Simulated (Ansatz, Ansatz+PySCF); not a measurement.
```tsv
atom	x (Å)	y (Å)	z (Å)
B	0.0000	0.0000	0.0000
N	0.0000	0.0000	1.2810
```

Basis set: def2-SVP (spherical functions). Frozen core: 2 orbitals. Correlation on ROHF uses semicanonical orbitals with singles. Charge 0, multiplicity 3.

Computed with Ansatz (development build ahead of 0.2.0); each method stands on the lowest determinant of its kind that the runs found.

The atomization energy at this shape (free ground-state atoms in the same class of orbitals less the molecule, no zero-point energy) of triplet BN:

```
  method  atomization energy
ROHF-MP2      99.43 kcal/mol
 UHF-MP2      97.88 kcal/mol
    ROHF      56.55 kcal/mol
     UHF      54.70 kcal/mol
```

(1) What does ROHF-CCSD(T) give?

Results:

(1) 92.61 kcal/mol. Caution: another spin multiplicity may lie lower.
